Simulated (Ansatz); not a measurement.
Compare A (`[CH2]1[S][GeH2]1`) with its isomer B (`S=[CH][GeH3]`).

Calculated with Ansatz (gas phase, PBE0-D4/def2-TZVP geometries, no zero-point term in ΔE). CCSD(T)/CBS adds triple-zeta CCSD(T) − MP2 to the extrapolated MP2 energy (def2 sets, frozen cores). Functionals use def2-TZVPP. B3LYP here is the variant with VWN-RPA as its local correlation; programs differ in this. For Ge outer-core shells are correlated without core-valence functions, which leaves a few kJ/mol of doubt a bond. Scalar relativity is left out up to krypton.

A:

Z-matrix (Å, degrees):
```
C
Ge 1 1.927
S 1 1.847 2 70.9
H 1 1.085 2 118.3 3 107.8
H 1 1.085 2 118.3 3 -107.8
H 2 1.526 1 119.4 3 102.9
H 2 1.526 1 119.4 3 -102.9
```

B:

```xyz
7

S     2.011   -0.500   -1.231
C     0.956   -0.608   -0.023
Ge   -0.716    0.414    0.080
H     1.166   -1.291    0.805
H    -1.893   -0.574    0.164
H    -0.699    1.259    1.367
H    -0.825    1.301   -1.162
```

(1) Which isomer does CCSD(T)/CBS put lower? Give the gap. (An estimate is asked.)

(2) Give E(B) − E(A) in kJ/mol with B2PLYP, B3LYP-D4, BLYP-D4, ωB97M-V, CCSD(T)/def2-SVP, LDA (SPW92), PBE-D4. (Best estimate.)

(3) Does the order hold for the free energy at 298.15 K (harmonic terms from PBE0-D4)? (Estimate.)

Largest T1 diagnostic: 0.014.

Answers

(1) Computed: A, by 78.4 kJ/mol.

(2) The calculation gave: B2PLYP 70.6, B3LYP-D4 67.6, BLYP-D4 59.2, ωB97M-V 79.7, CCSD(T)/def2-SVP 51.8, LDA (SPW92) 97.8, PBE-D4 84.7. None reverses the order clearly.

(3) Computed: Yes: G(B) − G(A) = +62.8 kJ/mol.

In def2-TZVPP, CCSD(T) changes the Hartree–Fock value by +10.6 kJ/mol (the triples alone add −0.1 kJ/mol) and MP2 by +23.9 kJ/mol. At CCSD(T), def2-SVP lies −26.6 kJ/mol from the extrapolated value and def2-TZVPP −8.0 kJ/mol.
